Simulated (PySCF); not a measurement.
Cartesian coordinates (Å):
```xyz
4

S     -1.1835     0.5800     0.0099
B      0.5595     0.7437     0.0107
Br     1.9179    -0.5538    -0.0121
H     -1.2940    -0.7699    -0.0085
```
Charge 0, spin multiplicity 2.

Question: Estimate the dipole moment, total energy and highest occupied spin orbital that PBE-D3(BJ)/def2-TZVP // PBE0-D3(BJ)/def2-TZVP (PySCF) returns for this input.

Answer: 
| Property | Value |
|---|---|
| dipole moment | 1.34 D |
| total energy | -2997.2145 Ha |
| highest occupied spin orbital | -4.98 eV |
